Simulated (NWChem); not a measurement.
# CH3BF2O; SMILES FCB(F)O

```xyz
8

O      1.3460    -0.6455    -0.0003
B      0.0068    -0.5958    -0.0003
F     -0.6852    -1.7280     0.0004
C     -0.7493     0.7938    -0.0014
F      0.1873     1.8184     0.0007
H      1.7037     0.2531    -0.0005
H     -1.3985     0.9003    -0.8889
H     -1.4024     0.9001     0.8833
```
Atoms are numbered in this order, from 1.

Computed with NWChem. Structure relaxed at the PBE0/def2-SVP level. GIAO values for the isolated, static molecule; σ is the absolute isotropic shielding, δ = σ(reference) − σ with the isolated reference molecule computed at the same levels (11B: boron trifluoride, 13C: tetramethylsilane, 19F: trichlorofluoromethane, 1H: tetramethylsilane, 17O: water).

```csv
level,δ O1 (ppm),δ B2 (ppm),δ F3 (ppm),δ C4 (ppm),δ F5 (ppm),δ H6 (ppm),δ H7 (ppm)
"LDA (Slater exchange, VWN5)/pcSseg-1",167.7,20.6,-114.8,79.0,-327.5,6.20,4.59
PBE/pcSseg-1,155.0,19.5,-116.0,75.8,-311.0,5.93,4.43
BHandHLYP/pcSseg-1,?,?,?,?,?,?,?
```

### Question
Fill in the missing entries.

### Answer

- BHandHLYP/pcSseg-1, δ O1 (ppm): 135.9
- BHandHLYP/pcSseg-1, δ B2 (ppm): 20.1
- BHandHLYP/pcSseg-1, δ F3 (ppm): -90.5
- BHandHLYP/pcSseg-1, δ C4 (ppm): 71.7
- BHandHLYP/pcSseg-1, δ F5 (ppm): -272.8
- BHandHLYP/pcSseg-1, δ H6 (ppm): 5.87
- BHandHLYP/pcSseg-1, δ H7 (ppm): 4.28
